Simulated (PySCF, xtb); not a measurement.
C₂H₁₀OSi₃, SMILES O=CC[SiH2][SiH2][SiH3]. One conformer was computed; it need not be the lowest.

Harmonic wavenumbers (cm⁻¹) from xtb 6.7.1 with GFN2-xTB at its own minimum, in rising order: 16, 29, 40, 73, 98, 134, 230, 324, 368, 395, 438, 452, 489, 499, 551, 563, 610, 665, 679, 781, 804, 810, 821, 830, 837, 917, 1036, 1131, 1155, 1393, 1450, 1755, 2147, 2174, 2192, 2227, 2238, 2246, 2247, 2728, 3001, 3011.

Q: What does B3LYP-D3(BJ)/def2-SVP (PySCF) give at its own minimum? (Estimate from the structure and the level; the computed values follow.)

A: 33, 38, 73, 89, 96, 138, 236, 334, 392, 415, 458, 484, 510, 524, 619, 657, 687, 714, 785, 863, 882, 916, 939, 945, 948, 954, 1033, 1159, 1165, 1407, 1423, 1839, 2190, 2202, 2207, 2209, 2218, 2221, 2225, 2859, 3043, 3120. Paired by order, the mean absolute difference is 45 cm⁻¹ and the zero-point energies are 63.7 and 66.1 kcal/mol.
